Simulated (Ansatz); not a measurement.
Cost and result for the atomization energy of `BC1[SiH2][Se]1` (9 atoms, 9 bonds).

```xyz
9

B    -1.372    0.362   -0.355
C     0.011    0.769    0.096
Si    1.097   -0.766    0.182
Se    0.628    0.406    1.989
H    -2.006   -0.441    0.263
H    -1.793    0.791   -1.393
H     0.532    1.621   -0.334
H     2.428   -0.649   -0.449
H     0.475   -2.094    0.000
```

Charge 0, multiplicity 1. Correlated methods include outer-core shells of Se, which these sets cover unevenly. Scalar relativity is left out up to krypton. All single points use the PBE0-D4/def2-TZVP geometry. Program: Ansatz. All runs use 4 threads of an Arm Neoverse V1 on a shared host. Times are those of one run each, without the atoms' runs, and a repeat can differ threefold. Electronic energies, without spin–orbit coupling; frozen cores. CCSD(T)/CBS adds CCSD(T) − MP2 in def2-TZVPP to the MP2 limit, and its time is that of the two runs behind it. T1 = 0.011. With those shells the extrapolation isn't a true limit. B3LYP takes the VWN-RPA correlation (the form of Gaussian; ORCA's B3LYP/G).

CCSD(T)/CBS is a level of theory with its own doubt, some kJ/mol a heavy atom from the limit and from the frozen cores, so smaller differences don't rank the functionals.

```csv
level,functions,wall time
PBE-D4/def2-TZVPP (with forces),222,2.3 s
PBE0-D4/def2-TZVPP,222,2.7 s
B3LYP-D4/def2-TZVPP (with forces),222,4 s
r2SCAN-D4/def2-TZVPP (with forces),222,4.5 s
B2PLYP/def2-TZVPP,222,4.8 s
ωB97X-V/def2-TZVPP,222,6.5 s
ωB97M-V/def2-TZVPP (with forces),222,9.5 s
MP2/def2-QZVPP,423,19 s
CCSD(T)/def2-TZVPP,222,85 s
CCSD(T)/CBS(def2),–,100 s
```

(1) What atomization energy does each give, and how far from CCSD(T)/CBS? (Estimate.)

Answers

(1) Computed: 
```
                             level  atomization (kcal/mol)  difference from CCSD(T)/CBS  per bond
   PBE-D4/def2-TZVPP (with forces)                   733.7                         11.1       1.2
                PBE0-D4/def2-TZVPP                   725.9                          3.3       0.4
 B3LYP-D4/def2-TZVPP (with forces)                   722.3                         -0.3       0.0
r2SCAN-D4/def2-TZVPP (with forces)                   729.2                          6.6       0.7
                 B2PLYP/def2-TZVPP                   714.0                         -8.6      -0.9
                ωB97X-V/def2-TZVPP                   726.2                          3.6       0.4
  ωB97M-V/def2-TZVPP (with forces)                   723.8                          1.2       0.1
                    MP2/def2-QZVPP                   725.1                          2.5       0.3
                CCSD(T)/def2-TZVPP                   703.3                        -19.3      -2.1
                 CCSD(T)/CBS(def2)                   722.6                          0.0       0.0
```

From PBE to PBE0 (25 % exact exchange), in def2-TZVPP and without D4, the atomization energy moves by −6.9 kcal/mol: exact exchange takes away binding that semilocal exchange gives to molecules. In def2-TZVPP, CCSD(T) changes the Hartree–Fock value by +166.7 kcal/mol (the triples alone add +11.5 kcal/mol) and MP2 by +177.3 kcal/mol; breaking electron pairs costs correlation energy, which Hartree–Fock lacks. The D4 term adds +8.7 kcal/mol with B3LYP and +4.5 kcal/mol with PBE0; it sums over pairs of atoms, weighted by their polarisabilities, and B3LYP, whose exchange is more repulsive, gets the larger term.
